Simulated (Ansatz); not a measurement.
Reaction (ligand exchange at the Al–F bond): `[F][Al]([F])[O][SiH3]` + H₂S → `[F][Al]([SH])[O][SiH3]` + H–F

Calculated with Ansatz (gas phase, PBE0-D4/def2-TZVP geometries, no zero-point term in ΔE). CCSD(T)/CBS is the MP2 limit (def2-TZVPP, def2-QZVPP) plus CCSD(T) − MP2 in def2-TZVPP, frozen cores. This one scheme is used for every species. DFT in def2-TZVPP. Each species was taken in one conformer, which may not be the lowest.

```
   level  ΔE (kJ/mol)
BHLYP-D4         68.8
 ωB97M-V         65.1
 r2SCAN0         63.5
   BHLYP         74.7
```

Question: What does CCSD(T)/CBS give? (Estimate.)

Answer: Computed: +63.6 kJ/mol. The listed levels differ from it by 5.2, 1.5, -0.1, 11.1 kJ/mol.

Largest T1 diagnostic among the species: 0.012.

The D4 term adds −5.8 kJ/mol with B3LYP and −3.3 kJ/mol with PBE0; it sums over pairs of atoms, weighted by their polarisabilities, and B3LYP, whose exchange is more repulsive, gets the larger term. In def2-TZVPP, CCSD(T) changes the Hartree–Fock value by −12.5 kJ/mol (the triples alone add −3.3 kJ/mol) and MP2 by −14.2 kJ/mol. At CCSD(T), def2-SVP lies +12.1 kJ/mol from the extrapolated value and def2-TZVPP +2.3 kJ/mol.

B3LYP here is the variant with VWN-RPA as its local correlation; programs differ in this.
